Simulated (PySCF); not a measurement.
# Krypton: a sound run and one with changed settings

Sound run: Kr⁺ [Ar] 3d10 4s2 4p5, Kr²⁺ [Ar] 3d10 4s2 4p4. Calculation: PySCF 2.14, in aug-cc-pVDZ-PP with ECP10MDF; scalar relativity through the core potential. In the sound run the correlated levels freeze 3s2 3p6 3d10 outside the core potential. The sound run starts from symmetry-adapted Hartree-Fock orbitals and uses a fine grid where one is needed.

A second run was set up differently.

```csv
species,method,sound run (hartree),changed run (hartree),converged
Kr⁺,MP2,-461.79401,-461.81820,yes
Kr²⁺,MP2,-460.91742,-460.94053,yes
```

Ionisation energy of Kr⁺:

| method | sound run (eV) | changed run (eV) |
| --- | --- | --- |
| UHF | 23.246 | 23.246 |
| MP2 | 23.853 | 23.883 |
| SCS-MP2 | 23.824 | 23.841 |

Question: What was changed?
A. too few SCF iterations
B. all electrons correlated in a valence basis
C. a valence shell is frozen
D. level shift left on

Answer: B. A valence basis has no tight correlating functions, so it recovers only part of the core correlation, and not evenly between atom and ion.
